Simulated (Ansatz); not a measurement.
Reaction (ligand exchange at the Si–O bond): `O[SiH](O)O[SiH](F)F` + `C=C=N` → `C=C=N[SiH](F)F` + `O[SiH](O)O`

Gas-phase electronic energies from Ansatz, PBE0-D4/def2-TZVP geometries. CCSD(T)/CBS is the MP2 limit (def2-TZVPP, def2-QZVPP) plus CCSD(T) − MP2 in def2-TZVPP, frozen cores. This one scheme is used for every species. One conformer a species, not always the lowest.

```tsv
species	CCSD(T)/CBS(def2) energy (Eh)
`O[SiH](O)O[SiH](F)F`	-1006.03726
`C=C=N`	-132.55079
`C=C=N[SiH](F)F`	-621.39174
`O[SiH](O)O`	-517.17167
```

**Question.** Work out ΔE.

**Answer.** ΔE = (-621.39174) + (-517.17167) − (-1006.03726) − (-132.55079) = 0.02464 Eh = +64.7 kJ/mol.

**Question.** What do rigid-rotor, harmonic-oscillator terms from PBE0-D4/def2-TZVP frequencies (298.15 K, 1 bar) make of the CCSD(T)/CBS value? (An estimate is asked.)

**Answer.** Ansatz gave: ΔZPE = -1.5 kJ/mol, ΔH = +63.1 kJ/mol, ΔS = -3 J/(mol·K), ΔG = +64.2 kJ/mol. Modes under 50 cm⁻¹ make the entropy rough.

Largest T1 diagnostic among the species: 0.015.

From BLYP to BHLYP (50 % exact exchange), in def2-TZVPP and without D4, ΔE moves by +5.4 kJ/mol. The D4 term adds +3.3 kJ/mol with B3LYP and +2.1 kJ/mol with PBE0; it sums over pairs of atoms, weighted by their polarisabilities, and B3LYP, whose exchange is more repulsive, gets the larger term.

B3LYP here is the variant with VWN-RPA as its local correlation; programs differ in this.
